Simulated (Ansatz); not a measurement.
CH3BClF (`FCBCl`), relaxed with RKS PBE-D4/def2-SVP in Ansatz 0.2.0 from a rough embedded geometry. The force threshold is 0.03 eV/Å; the program also tests the step.

Total charge 0; spin multiplicity 1.

Start:

```xyz
7

F    -1.490    0.216   -0.728
C    -0.666   -0.203    0.236
B     0.811    0.086   -0.247
Cl    1.437    1.726   -0.505
H    -0.837    0.343    1.201
H    -0.835   -1.295    0.404
H     1.580   -0.873   -0.361
```

| step | energy (eV) | largest force (eV/Å) | largest move (Å) |
| --- | --- | --- | --- |
| 1 | -16984.2659 | 2.471 | 0.000 |
| 2 | -16984.3693 | 0.962 | 0.152 |
| 3 | -16984.4154 | 0.588 | 0.055 |
| 4 | -16984.4790 | 0.882 | 0.199 |
| 5 (rejected) | -16984.4760 | 1.498 | 0.172 |
| 6 | -16984.5204 | 0.905 | 0.084 |
| 7 | -16984.5605 | 0.766 | 0.099 |
| 8 | -16984.6034 | 0.381 | 0.146 |
| 9 | -16984.6188 | 0.236 | 0.171 |
| 10 | -16984.6213 | 0.170 | 0.025 |
| 11 | -16984.6226 | 0.046 | 0.011 |
| 12 | -16984.6227 | 0.029 | 0.002 |

End:

```xyz
7

F    -1.589    0.677   -0.355
C    -0.655   -0.182    0.193
B     0.844    0.106   -0.156
Cl    1.325    1.437   -1.179
H    -0.753   -0.188    1.310
H    -0.883   -1.237   -0.109
H     1.711   -0.615    0.296
```

Run time 15 s (2 threads of an Arm Neoverse V1 on a shared host); peak host memory 0.14 GiB.
